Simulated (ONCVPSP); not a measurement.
**Plane-wave convergence, ONCV potential for C**

| Property | Result |
| --- | --- |
| Element | C |
| Generator | ONCVPSP 4.0.1 |
| Type | optimised norm-conserving Vanderbilt (ONCV) |
| Functional | PBE |
| Relativity | scalar-relativistic |
| Frozen core | [He] |
| Valence charge | 4 |
| Reference configuration | 2s2 2p1.75 (charge +0.25) |
| Partial waves | 2s: rc 1.10 bohr, ncon 4, nbas 8, qcut 6.9 1/bohr, 1 projector; 2p: rc 1.65 bohr, ncon 5, nbas 9, qcut 9.9 1/bohr, 2 projectors, debl 1.6 Ha |
| Local potential | polynomial inside 0.75 bohr (lpopt 3, dvloc0 2 Ha) |
| Core correction | Teter function fitted to the true core (icmod 2), fcfact 0.55 |

**Question.** For each optimised wave give the share of its norm inside rc, the residual kinetic energy above qcut (Ha) and the cutoffs (Ha) for errors of 10, 1, 0.1 and 0.01 mHa per electron.

**Answer.**

```tsv
wave	norm inside rc	residual KE	10 mHa	1 mHa	0.1 mHa	0.01 mHa
2s	0.278	2.0e-04	12.7	19.5	32.1	122.7
2p	0.561	1.0e-08	17.2	25.3	31.9	37.6
p projector 2	0.107	1.5e-07	18.1	26.9	34.3	40.6
```

The occupied waves need 25 Ha and 32 Ha for 1 and 0.1 mHa.
